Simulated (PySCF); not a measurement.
C2H5O, SMILES C([O-])C, charge -1. Atoms are numbered in the order given.

```xyz
8

C     -0.2036    -1.1745     0.0000
C      0.4789     0.2157     0.0000
O     -0.3603     1.2418     0.0000
H      0.5328    -2.0042     0.0000
H     -0.8487    -1.2707    -0.8902
H     -0.8487    -1.2707     0.8902
H      1.1976     0.1822     0.8898
H      1.1976     0.1822    -0.8898
```
Charge -1, spin multiplicity 1.

Coordinates come from a PBE0-D3(BJ)/def2-SVPD optimisation.

Two levels are set side by side: PBE/pcJ-1 (PySCF) and B3LYP/pcJ-1 (PySCF). One-bond couplings, all four terms, same geometry. Isotopes: 13C, 17O, 1H. Differences are taken from unrounded values.

| quantity | B3LYP | PBE | PBE minus B3LYP |
|---|---|---|---|
| ¹J(C1,C2) (Hz) | 36.6 | 30.0 | -6.6 |
| ¹J(C1,H4) (Hz) | 114.9 | 103.5 | -11.4 |
| ¹J(C1,H5) (Hz) | 130.5 | 119.2 | -11.3 |
| ¹J(C1,H6) (Hz) | 130.5 | 119.2 | -11.3 |
| ¹J(C2,H7) (Hz) | 120.1 | 108.0 | -12.2 |
| ¹J(C2,H8) (Hz) | 120.1 | 108.0 | -12.2 |

Rough cost on one machine, each run with all the roots and properties that it gave: B3LYP against PBE within a factor of 2.
